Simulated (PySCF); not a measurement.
# A survey of ¹⁵N NMR shifts

[PySCF: geometry: GFN2-xTB; GIAO PBE0/pcSseg-1 shieldings; rapidly exchanging positions averaged; non-relativistic; isolated molecule; one conformer]

Shieldings were converted by a linear fit to measured shifts: ¹⁵N: δ = -148.07 − 0.921σ (rms 6.3 ppm, 71 shifts vs CH3NO2, solution or neat liquid). A few per cent of atoms miss by over 2 rms, more outside the fitted compound classes.

Question: Give the ¹⁵N shifts of `N#C/C=C1C=C\1CCCl`, `C=Cc1cc(SC[SiH3])n[nH]1`, `c1ccnnc1`, `CCNC(=O)[SiH2]N`.

Answer: 
| compound | environment | δ (ppm) |
| --- | --- | --- |
| N#C/C=C1C=C\1CCCl | nitrile nitrogen | -112.3 |
| [CH2:1]=[CH:2][c:3]1[cH:4][c:5]([S:6][CH2:7][SiH3:8])[n:9][nH:10]1 | N9: pyridine-type nitrogen of an azole | -96.0 |
| [CH2:1]=[CH:2][c:3]1[cH:4][c:5]([S:6][CH2:7][SiH3:8])[n:9][nH:10]1 | N10: pyrrole-type ring nitrogen | -203.6 |
| c1ccnnc1 | pyridine-type ring nitrogen (×2) | 40.8 |
| [CH3:1][CH2:2][NH:3][C:4](=[O:5])[SiH2:6][NH2:7] | N3: amide-type nitrogen | -247.7 |
| [CH3:1][CH2:2][NH:3][C:4](=[O:5])[SiH2:6][NH2:7] | N7: nitrogen bonded to Si, 2 H | -385.9 |
